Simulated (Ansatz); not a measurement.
Basis sets compared for In₈Sb₇H₂₄⁻, a nanocrystal cut from zinc blende InSb (hydrogen-capped). Total charge -1; singlet. Geometry PBE-D4/def2-SVP. Ansatz on 2 threads of AMD EPYC 7R13 on a shared host and a share (18 GiB) of an NVIDIA H100 80GB HBM3; times are rough, and most runs start from earlier orbitals.

```xyz
39

Sb   -0.2607    2.8318    3.7157
Sb    2.9571    0.7376    2.0024
Sb   -0.0932    3.6233   -0.4050
Sb   -1.3366   -0.6331    0.9368
Sb   -0.7286    0.3139   -3.5597
Sb    2.3156   -2.5748   -1.1469
Sb   -1.5173   -3.6722   -2.4723
In   -0.4087    5.1697    2.0754
In    2.4978    2.4387    4.3559
In   -2.1375    0.6019    3.4249
In    1.3001   -1.5103    1.3224
In   -1.6908    1.3209   -1.0448
In   -2.8253   -2.9453    0.0454
In   -1.7891   -2.1064   -4.8496
In    1.0890   -4.8467   -2.5522
H    -0.7902    3.5169    5.2131
H     4.5920    0.1981    1.8727
H     3.0187    1.6961    0.5741
H     1.5369    3.0985   -0.5772
H    -0.0657    4.6107   -1.8212
H     0.9784    0.1952   -3.3732
H    -0.6546    1.6663   -4.6304
H     4.0223   -2.7424   -0.9453
H     2.4379   -1.2191   -2.2004
H    -2.4519   -5.0479   -2.9474
H     1.0090    6.1815    2.2193
H    -2.0383    5.7813    1.9058
H     3.4534    3.8832    4.1230
H     2.7373    1.3029    5.6638
H    -1.7457   -0.4991    4.7252
H    -3.6991    1.3489    3.1792
H     1.5481   -2.7292    2.5544
H    -3.3278    1.8834   -1.3076
H    -4.4281   -2.4148   -0.4088
H    -2.4781   -4.2664    1.1368
H    -3.4427   -1.6359   -5.1689
H    -0.6399   -2.5574   -6.0865
H     1.2889   -6.1345   -1.3860
H     1.7675   -4.8659   -4.1627
```

In the def2 sets In, Sb take a core potential; there is no spin–orbit coupling. Single mean-field runs in def2-SVP, def2-TZVP are fitted with def2-universal-jkfit.

| level | functions | energy (Eh) | HOMO (eV) | LUMO (eV) | wall time |
| --- | --- | --- | --- | --- | --- |
| PBE-D4/def2-SVP | 510 | -3217.4460 | -3.18 | -0.07 | 9 s |
| PBE0-D4/def2-SVP (with forces) | 510 | -3217.5721 | -4.03 | 0.59 | 15 s |

Estimate the rows for PBE-D4/def2-TZVP, PBE0-D4/def2-TZVP.


| level | functions | energy (Eh) | HOMO (eV) | LUMO (eV) | wall time |
| --- | --- | --- | --- | --- | --- |
| PBE-D4/def2-TZVP | 894 | -3217.5823 | -3.28 | -0.21 | 13 s |
| PBE0-D4/def2-TZVP | 894 | -3217.6898 | -4.09 | 0.48 | 16 s |
